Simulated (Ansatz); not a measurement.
Ideal-gas functions of C2H4ClNSi, SMILES `C=C1N[SiH]1Cl` at 800 K and 1 bar, from an Ansatz frequency run at PBE0-D4/def2-TZVP.

Molar mass 105.6 g/mol, point group C1 (symmetry number 1), electronic degeneracy 1, moments of inertia 63.524, 281.528, 307.992 u Å². Harmonic wavenumbers (cm⁻¹, unscaled): 85, 222, 265, 336, 437, 531, 631, 684, 710, 805, 810, 831, 987, 1062, 1198, 1434, 1749, 2288, 3155, 3256, 3632.

Use S(trans) = R[1.5 ln M + 2.5 ln T − 1.1517]; rotational temperatures θ = 24.2544 K / I; S(rot) = R[ln(√π/σ · √(T³/θAθBθC)) + 1.5]; for each mode x = 1.438777 ν̃/T, S = R[x/(eˣ − 1) − ln(1 − e⁻ˣ)] and H = RT x/(eˣ − 1); 1 cm⁻¹ = 0.0119627 kJ/mol; R = 8.31446 J/(mol·K).

Question: By hand: the entropy, in J/(mol·K).

Answer: Translation 187.5. Rotation: θ = 0.3818, 0.0862, 0.0788 K, giving 125.4. Vibration, mode by mode: 23.94, 16.00, 14.55, 12.63, 10.53, 9.01, 7.70, 7.10, 6.82, 5.93, 5.88, 5.71, 4.56, 4.09, 3.37, 2.42, 1.54, 0.70, 0.19, 0.16, 0.09, in all 142.9. Electronic 0.0. Sum 455.8 J/(mol·K).

Question: By hand: H − E and G − E in kJ/mol, counted from the electronic energy.

Answer: Zero-point energy ½ × 25108 × 0.0119627 = 150.2; thermal vibration 58.6; translation, rotation and pV give 4 RT = 26.6. H − E = 235.4 kJ/mol, and G − E = 235.4 − 800 × 455.8/1000 = -129.2 kJ/mol.

Vibration gives 31 % of the entropy, 23.9 J/(mol·K) of it from the mode under 150 cm⁻¹: soft modes count most, and the harmonic formula is weakest for them. The sum counts one conformer and one mirror image; others add a mixing term.
